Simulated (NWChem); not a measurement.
# CH3Zn cation; SMILES [CH3][Zn+]

```xyz
5

Zn     0.0000     0.0000    -0.4610
C      0.0000     0.0000     1.5084
H      0.7492     0.7492     1.7983
H      0.2742    -1.0234     1.7983
H     -1.0234     0.2742     1.7983
```
Atoms are numbered in this order, from 1.

Structure relaxed at the PBE0/def2-SVP level.

### Question
Give the principal values of the shielding tensors (ppm) of Zn1, C2 from B3LYP/6-31G* (spherical d), GIAO (NWChem), with their diamagnetic and paramagnetic parts as GIAO splits them.

### Answer
| atom | σ11 | σ22 | σ33 | isotropic | diamagnetic | paramagnetic |
|---|---|---|---|---|---|---|
| Zn1 | 2393.3 | 2393.4 | 2518.3 | 2435.0 | 2512.8 | -77.8 |
| C2 | 129.9 | 129.9 | 204.0 | 154.6 | 252.9 | -98.3 |
